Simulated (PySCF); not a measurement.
**Radial density of Pd (palladium, neutral)**

r2SCAN0, [Kr] 4d9 5s1, 5s spin antiparallel (an excited configuration). Computed with PySCF 2.14 in x2c-QZVPPall with one added diffuse shell each of s, p, d, f, g type (14s9p8d5f3g, 143 functions), with the spin-free X2C one-electron Hamiltonian (Gaussian nucleus).

| r (bohr) | 4πr²ρ (e/bohr) | 4πr²(ρα − ρβ) |
| --- | --- | --- |
| 0.0315 | 54.47 | -0.0013 |
| 0.0530 | 52.21 | 0.0004 |
| 0.0892 | 72.86 | 0.0181 |
| 0.150 | 56.68 | 0.1412 |
| 0.252 | 55.40 | 0.1910 |
| 0.425 | 39.74 | 0.0007 |
| 0.714 | 15.59 | 0.3867 |
| 1.20 | 13.43 | 0.8817 |
| 2.02 | 3.276 | -0.0418 |
| 3.40 | 0.5981 | -0.3019 |
| 5.72 | 0.05705 | -0.0506 |
| 9.62 | 0.0006959 | -0.0007 |

Densities and radii are taken from the X2C orbitals without a picture-change correction, which distorts them close to the nucleus.

With the s spin flipped the determinant is a mixture of two multiplicities, not a spectroscopic state.
